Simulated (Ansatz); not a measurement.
`BCBr` and `BCCl` differ in one element.

Ansatz, PBE0-D4/def2-TZVP geometries, multiplicity 1. 

Scalar relativity is left out up to krypton.

```tsv
property	`BCBr`
size of the dipole moment (PBE/def2-TZVPP) / D	1.55
zero-point energy (PBE0-D4/def2-TZVP) / kJ/mol	128.3
HOMO energy (ωB97M-V/def2-TZVPP) / eV	-10.79
ideal-gas entropy at 298 K and 1 bar (rigid rotor, harmonic PBE0-D4/def2-TZVP) / J/(mol·K)	282
HOMO energy (B3LYP/def2-TZVPP) / eV	-8.27
HOMO energy (PBE0/def2-TZVPP) / eV	-8.54
```

**Question.** What does the change do to each property? (An estimate is asked.)

**Answer.** Computed: 
```csv
property,`BCCl`,shift
size of the dipole moment (PBE/def2-TZVPP) / D,1.75,0.20
zero-point energy (PBE0-D4/def2-TZVP) / kJ/mol,125.3,-3.0
HOMO energy (ωB97M-V/def2-TZVPP) / eV,-10.51,0.28
"ideal-gas entropy at 298 K and 1 bar (rigid rotor, harmonic PBE0-D4/def2-TZVP) / J/(mol·K)",280,-2
HOMO energy (B3LYP/def2-TZVPP) / eV,-7.94,0.33
HOMO energy (PBE0/def2-TZVPP) / eV,-8.20,0.34
```

With PBE0 the HOMO rises by 0.34 eV and the LUMO falls by 0.77 eV, so the gap narrows by about 1.11 eV. PBE moves the HOMO by 0.45 eV and ωB97M-V by 0.28 eV. Dipoles are sizes alone; their direction can turn.

B3LYP here is the variant with VWN-RPA as its local correlation; programs differ in this.

Spin–orbit coupling is left out; it splits and shifts lone-pair levels of the heavy atoms by tenths of an eV.
